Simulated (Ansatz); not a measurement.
One change: `OCC(F)(F)F` becomes `FC(F)(F)[O][GeH2][Cl]`.

Ansatz, PBE0-D4/def2-TZVP geometries, multiplicity 1. Each molecule was computed in one conformer, which needn't be the lowest.

Scalar relativity is left out up to krypton.

```csv
property,`OCC(F)(F)F`
HOMO–LUMO gap (B3LYP/def2-TZVPP) / eV,9.06
size of the dipole moment (PBE/def2-TZVPP) / D,1.60
LUMO energy (B3LYP/def2-TZVPP) / eV,0.44
LUMO energy (PBE0/def2-TZVPP) / eV,0.85
size of the dipole moment (B3LYP/def2-TZVPP) / D,1.71
HOMO energy (B3LYP/def2-TZVPP) / eV,-8.61
```

**Question.** Give the same properties after the change, and the shifts. (An estimate is asked.)

**Answer.** The calculation gave: 
```
                                        property  `FC(F)(F)[O][GeH2][Cl]`  shift
           HOMO–LUMO gap (B3LYP/def2-TZVPP) / eV                     8.30  -0.76
  size of the dipole moment (PBE/def2-TZVPP) / D                     2.84   1.24
             LUMO energy (B3LYP/def2-TZVPP) / eV                    -0.85  -1.29
              LUMO energy (PBE0/def2-TZVPP) / eV                    -0.52  -1.37
size of the dipole moment (B3LYP/def2-TZVPP) / D                     3.01   1.30
             HOMO energy (B3LYP/def2-TZVPP) / eV                    -9.15  -0.54
```

With PBE0 the HOMO falls by 0.56 eV and the LUMO falls by 1.37 eV, so the gap narrows by about 0.81 eV. PBE moves the HOMO by -0.91 eV and ωB97M-V by -0.35 eV. Dipoles are sizes alone; their direction can turn.

B3LYP here is the variant with VWN-RPA as its local correlation; programs differ in this.
